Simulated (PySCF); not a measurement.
In(Et)(OH)2 (C2H7InO2), SMILES [In]([OH])([OH])[CH2]C.

Geometry optimised at B3LYP-D3(BJ)/def2-SVP. The structure was generated by enumeration; whether it is a known compound was not checked. The def2 effective core potentials stand for the cores of In; spin–orbit coupling is left out. One conformer was computed; it need not be the lowest.

Method: C-PCM-M06-2X/def2-SVP run with PySCF 2.14.0.

The values are the electrostatic part of the solvation free energy, E(continuum) − E(gas) at the gas-phase geometry, in a cavity of scaled van der Waals radii (PySCF's table); cavitation and dispersion terms are not included. A continuum can't describe solvent molecules that bind to the metal. In vacuum the orbital gap is 8.80 eV. The dipole moment in vacuum is 3.21 D.

Task: Estimate the values in water (ε = 78.36), N,N-dimethylformamide (ε = 37.22), dimethylsulfoxide (ε = 46.83). (The exact figures need the calculation; the answer reports its results.)

Result: 
```
solvent                    ε  ΔG(elec) (kcal/mol)  dipole (D)  gap (eV)
---------------------  -----  -------------------  ----------  --------
water                  78.36                -12.5        3.88      8.80
N,N-dimethylformamide  37.22                -12.3        3.87      8.80
dimethylsulfoxide      46.83                -12.3        3.87      8.80
```
